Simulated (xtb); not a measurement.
C6H6N, doublet, geometry from GFN2-xTB; GFN0-xTB in xtb.

The xtb input:
```
$ xtb mol.xyz --gfn 0 --uhf 1 --grad --json

# file mol.xyz
13

N      2.25848506     0.30454530     0.09464035
C      0.89426149     0.11123477    -0.00030086
C      0.38031956    -1.03938007    -0.62176346
C     -0.96710454    -1.21532981    -0.62123305
C     -1.87854267    -0.36251902    -0.07013873
C     -1.36589402     0.78233125     0.53805143
C     -0.00477133     1.01153294     0.57176580
H      2.56320261     1.25158448     0.25473652
H      2.82685067    -0.20926552    -0.55942857
H      1.05605836    -1.74803684    -1.07890025
H     -2.94045527    -0.54861779    -0.09584477
H     -2.04410231     1.49403119     0.98741667
H      0.37943953     1.90126711     1.05125139
```

Question: Predict the main parts of the log of this xtb run.

Answer: 
```
   ID    Z sym.   atoms
    1    7 N      1
    2    6 C      2-7
    3    1 H      8-13

           -------------------------------------------------
          |                Calculation Setup                |
           -------------------------------------------------

           -------------------------------------------------
          |                 G F N 0 - x T B                 |
           -------------------------------------------------

          ...................................................
          :                      SETUP                      :
          :.................................................:
          :  # basis functions                  40          :
          :  # atomic orbitals                  40          :
          :  # shells                           26          :
          :  # electrons                        35          :
          :  electronic temp.          300.0000000     K    :
          :  accuracy                    1.0000000          :
          :  -> integral cutoff          0.2500000E+02      :
          :  -> integral neglect         0.1000000E-07      :
          ...................................................

         :::::::::::::::::::::::::::::::::::::::::::::::::::::
         ::                     SUMMARY                     ::
         :::::::::::::::::::::::::::::::::::::::::::::::::::::
         :: total energy             -18.807033474376 Eh    ::
         :: gradient norm              0.017334278335 Eh/a0 ::
         :: HOMO-LUMO gap              2.886559917587 eV    ::
         ::.................................................::
         :: H0 energy                -19.056852549444 Eh    ::
         :: repulsion energy           0.344433179361 Eh    ::
         :: electrostat energy        -0.077690867918 Eh    ::
         :: -> Gsolv                   0.000000000000 Eh    ::
         ::    -> Gsasa                0.000000000000 Eh    ::
         ::    -> Gshift               0.000000000000 Eh    ::
         :: dispersion energy         -0.004378729936 Eh    ::
         :: short-range corr.         -0.012544506440 Eh    ::
         :: add. restraining           0.000000000000 Eh    ::
         :: total charge               0.000000000000 e     ::
         :::::::::::::::::::::::::::::::::::::::::::::::::::::

           -------------------------------------------------
          |                Property Printout                |
           -------------------------------------------------

    * Orbital Energies and Occupations

         #    Occupation            Energy/Eh            Energy/eV
      -------------------------------------------------------------
         1        2.0000           -0.6971815             -18.9713
       ...           ...                  ...                  ...
         6        2.0000           -0.5990659             -16.3014
         7        2.0000           -0.5715531             -15.5528
         8        2.0000           -0.5653702             -15.3845
         9        2.0000           -0.5521084             -15.0236
        10        2.0000           -0.5294625             -14.4074
        11        2.0000           -0.5106343             -13.8951
        12        2.0000           -0.5094639             -13.8632
        13        2.0000           -0.4993450             -13.5879
        14        2.0000           -0.4798351             -13.0570
        15        2.0000           -0.4702933             -12.7973
        16        2.0000           -0.4365164             -11.8782
        17        2.0000           -0.4064896             -11.0611
        18        1.0000           -0.3704184             -10.0796 (HOMO)
        19                         -0.2643392              -7.1930 (LUMO)
        20                         -0.2532399              -6.8910
        21                         -0.1717203              -4.6727
        22                         -0.1322283              -3.5981
        23                         -0.1287544              -3.5036
        24                         -0.1165391              -3.1712
        25                         -0.1111355              -3.0242
        26                         -0.1022779              -2.7831
        27                         -0.0733296              -1.9954
        28                          0.0682545               1.8573
        29                          0.1441235               3.9218
       ...                                ...                  ...
        40                          0.6447879              17.5456
      -------------------------------------------------------------
                  HL-Gap            0.1060791 Eh            2.8866 eV
             Fermi-level            0.0000000 Eh            0.0000 eV

     #   Z          covCN         q      C6AA      α(0)
     1   7 N        2.639    -1.179    60.739    11.668
     2   6 C        2.908     0.434    20.822     7.459
     3   6 C        2.919    -0.118    32.651     9.341
     4   6 C        2.019    -0.094    34.203     9.434
     5   6 C        2.913    -0.044    30.652     9.050
     6   6 C        2.933    -0.105    32.291     9.290
     7   6 C        2.921    -0.161    33.880     9.515
     8   1 H        0.860     0.405     0.469     1.073
     9   1 H        0.860     0.405     0.470     1.074
    10   1 H        0.926     0.123     1.590     1.972
    11   1 H        0.926     0.100     1.784     2.089
    12   1 H        0.926     0.107     1.722     2.052
    13   1 H        0.925     0.125     1.573     1.961

 Mol. C6AA /au·bohr⁶  :       2252.790021
 Mol. C8AA /au·bohr⁸  :      56430.238571
 Mol. α(0) /au        :         75.977795

Wiberg/Mayer (AO) data.
largest (>0.10) Wiberg bond orders for each atom

 ---------------------------------------------------------------------------
     #   Z sym  total        # sym  WBO       # sym  WBO       # sym  WBO
 ---------------------------------------------------------------------------
     1   7 N    3.206 --     2 C    1.119     9 H    0.965     8 H    0.963
     2   6 C    3.939 --     7 C    1.360     3 C    1.296     1 N    1.119
                             5 C    0.100
     3   6 C    3.976 --     4 C    1.515     2 C    1.296    10 H    0.958
                             6 C    0.110
     4   6 C    3.276 --     3 C    1.515     5 C    1.475     7 C    0.101
     5   6 C    3.977 --     4 C    1.475     6 C    1.367    11 H    0.963
                             2 C    0.100
     6   6 C    3.981 --     7 C    1.468     5 C    1.367    12 H    0.966
                             3 C    0.110
     7   6 C    3.981 --     6 C    1.468     2 C    1.360    13 H    0.965
                             4 C    0.101
     8   1 H    0.972 --     1 N    0.963
     9   1 H    0.972 --     1 N    0.965
    10   1 H    0.988 --     3 C    0.958
    11   1 H    0.991 --     5 C    0.963
    12   1 H    0.984 --     6 C    0.966
    13   1 H    0.980 --     7 C    0.965
 ---------------------------------------------------------------------------

Topologies differ in total number of bonds
Writing topology from bond orders to xtbtopo.mol

 dipole moment from electron density (au)
     X       Y       Z
   0.9976   0.7817  -0.0979  total (Debye):    3.231

           -------------------------------------------------
          | TOTAL ENERGY              -18.807033474376 Eh   |
          | GRADIENT NORM               0.017334278335 Eh/α |
          | HOMO-LUMO GAP               2.886559917587 eV   |
           -------------------------------------------------

normal termination of xtb
```
